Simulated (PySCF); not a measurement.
CF2, neutral, multiplicity 1. Atoms are numbered in the order given.

```xyz
3

F      0.0000    -1.0324     0.1990
C      0.0000     0.0000    -0.5969
F      0.0000     1.0324     0.1990
```
Charge 0, spin multiplicity 1.

Geometry optimised at B3LYP-D3(BJ)/def2-TZVP. The isomer is the one that the SMILES or the coordinates give; other isomers of the formula were not compared.

Method: B3LYP/pcSseg-2 run with PySCF.

GIAO shieldings, no solvent; atoms alike by connectivity are averaged. δ = σ(ref) − σ: ¹⁹F against CFCl3 (σ = 159.6 ppm); ¹³C against TMS (σ = 181.3 ppm), references at their B3LYP-D3(BJ)/def2-TZVP geometries, non-relativistic.

Computed chemical shifts:
```csv
nucleus,atoms,count,δ (ppm)
¹⁹F,"F1, F3",2,236.9
¹³C,C2,1,328.7
```
